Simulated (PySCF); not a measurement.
GaO, SMILES [O]=[Ga], multiplicity 2.

The structure is a stationary point at PBE0-D3(BJ)/def2-TZVPD.

Level of theory: PBE/def2-TZVPD (PySCF).

The molecule is in vacuum.

Computed frontier levels, dipole moment and polarisability:
```json
{
  "α spin, highest occupied and lowest empty level": "-6.84 and -2.18 eV",
  "β spin, highest occupied and lowest empty level": "-6.55 and -5.56 eV",
  "dipole_moment": "3.70 D",
  "mean_static_polarisability": "39.5 bohr³ (5.86 Å³)",
  "polarisability_principal_values": "35.5, 35.5, 47.5 bohr³",
  "⟨S²⟩": "0.755 (pure state 0.75)"
}
```
